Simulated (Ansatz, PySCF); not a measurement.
Complex: CH4O (SMILES CO) (first 6 atoms) with CH6Si (SMILES C[SiH3]); geometry from B3LYP-D3(BJ)/def2-TZVP, rigid monomers moved along the line of their centres of mass till O2···Si8 is 3.79 Å.
(charge 0, multiplicity 1):
```csv
atom,x (Å),y (Å),z (Å)
C,0.3369,-0.2705,-0.2764
O,0.5299,0.7842,0.6579
H,-0.2144,-1.1086,0.1618
H,1.3268,-0.6210,-0.5648
H,-0.1859,0.0709,-1.1759
H,-0.3309,1.1081,0.9428
C,1.2752,0.3022,4.4846
Si,-0.4445,-0.3499,4.1423
H,1.7435,0.6084,3.5489
H,1.8950,-0.4655,4.9517
H,1.2406,1.1622,5.1560
H,-1.2978,0.6925,3.5119
H,-1.1184,-0.7630,5.3994
H,-0.4131,-1.5232,3.2365
```

Interaction energies are E(AB) − E(A) − E(B) at the monomers' geometry in the complex; basis-set methods are counterpoise corrected.

Correlated levels freeze the cores.

Programs: Ansatz (a first-principles code); PySCF for the dispersion terms. 

PBE/def2-TZVPPD gives -1.44 kcal/mol for the interaction energy.

**Question.** How do the other levels lie against it? Give each less PBE: PBE-D3(BJ)/def2-TZVPPD, r2SCAN/def2-TZVPPD, PBE0/def2-TZVPPD, wB97M-V/def2-TZVPPD, MP2/aug-cc-pV(D+d)Z, CCSD(T)/aug-cc-pV(D+d)Z.

**Answer.** PBE-D3(BJ)/def2-TZVPPD -0.94; r2SCAN/def2-TZVPPD -0.27; PBE0/def2-TZVPPD 0.10; wB97M-V/def2-TZVPPD -0.66; MP2/aug-cc-pV(D+d)Z -0.46; CCSD(T)/aug-cc-pV(D+d)Z -0.52 kcal/mol. 1 of 6 lie above PBE; the widest gap is to PBE-D3(BJ)/def2-TZVPPD.
